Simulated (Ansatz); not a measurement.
Job for Ansatz (a program for electronic structure): R-wB97M-V/def2-TZVPP on C2H4BCl (SMILES C=CBCl), a point of a torsion scan.

Ansatz 0.2 input:
```yaml
crystal:
  periodic: [false, false, false]
  atoms:
    - {symbol: C, position_ang: [-1.19402497, 0.07824790, -0.15571281]}
    - {symbol: C, position_ang: [-0.14493126, -0.46926460, 0.44830280]}
    - {symbol: B, position_ang: [1.34439722, -0.28617133, 0.04113759]}
    - {symbol: Cl, position_ang: [1.87922107, -0.74672838, -1.49859169]}
    - {symbol: H, position_ang: [-1.08381293, 0.66696501, -1.05258382]}
    - {symbol: H, position_ang: [-2.20127375, -0.03407789, 0.21289679]}
    - {symbol: H, position_ang: [-0.32867592, -1.01349084, 1.37054879]}
    - {symbol: H, position_ang: [2.13946006, 0.10971795, 0.81044157]}
basis:
  gaussian:
    orbitals: def2-TZVPP
hamiltonian:
  xc: {name: wB97M-V}
scf: {lower_state_search: off}
```

The head of its log:

```
WARN ansatz: RAYON_NUM_THREADS=1 ignored (pool sized by the plan → 1); use --threads N
Functional definition: wB97M-V
these checks for a lower state are left out or cut short: stability, starts, cluster_reference, orbital_swaps, neighbouring_geometries, increment
integrals: 0.13 GiB planned
1075 factors; their error is unknown
integrals: 0.16 GiB planned
247 factors; integrals over basis functions are off by at most 2.2e-5 eV
mean field: 1.08 GiB planned
mean field evaluation 1: about -15334.5178 eV, gradient 3.6e1 eV
mean field evaluation 2: about -15336.1127 eV, gradient 2.5e1 eV
```

**Question.** What total energy does the run end on?

**Answer.** -563.6470 hartree.
